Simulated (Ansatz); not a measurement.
System: sum formula HSO₃ (charge -1, singlet). 
Structure (B3LYP-D3(BJ)/def2-TZVP (Ansatz, a quantum-chemistry and plane-wave program) minimum search):
```
S
O 1 1.4816
O 1 1.4917 2 111.71
O 1 1.7626 2 103.14 3 106.10
H 4 0.9698 1 100.97 2 -86.48
```
Charge -1, spin multiplicity 1.

Total electronic energies in hartree. Valence correlation only, unless marked. No spin-orbit coupling. Non-relativistic unless marked X2C. CBS marks a two-point X^-3 extrapolation of the correlation energy; Hartree-Fock from the larger set. [CCSD(T)-MP2]/basis is that difference in the basis named.

| level | program | energy (Eh) |
|---|---|---|
| revPBE/def2-TZVPD | Ansatz | -624.50976 |
| r2SCAN-D4/def2-TZVPD | Ansatz + dftd4 | -624.51632 |
| PBE0-D4/def2-TZVPD | Ansatz + dftd4 | -624.27159 |
| r2SCANh/def2-TZVPD | Ansatz | -624.49395 |
| CAM-B3LYP-D3(BJ)/def2-TZVPD | Ansatz + dftd3 | -624.59200 |
| MP2/STO-3G | Ansatz | -614.99502 |
| MP2/6-31G | Ansatz | -622.83762 |
| RI-MP2/aug-cc-pV(Q+d)Z | Ansatz | -623.85982 |
| CCSD/cc-pwCVTZ | Ansatz | -623.74775 |
| CCSD(T)/STO-3G | Ansatz | -615.03434 |
| CCSD(T)/aug-cc-pV(D+d)Z | Ansatz | -623.55149 |
| CCSD(T)/cc-pVTZ | Ansatz | -623.75379 |
| X2C-CCSD(T)/cc-pVTZ-DK | Ansatz | -624.98961 |
| RI-MP2/CBS(aug-cc-pV(T+d)Z,aug-cc-pV(Q+d)Z)+[CCSD(T)-MP2]/aug-cc-pV(D+d)Z | Ansatz | -623.9407 |
| RI-MP2/CBS(aug-cc-pV(T+d)Z,aug-cc-pV(Q+d)Z)+[CCSD(T)-MP2]/aug-cc-pV(T+d)Z | Ansatz | -623.9459 |

Totals of different functionals don't rank their quality; only differences between species are comparable.
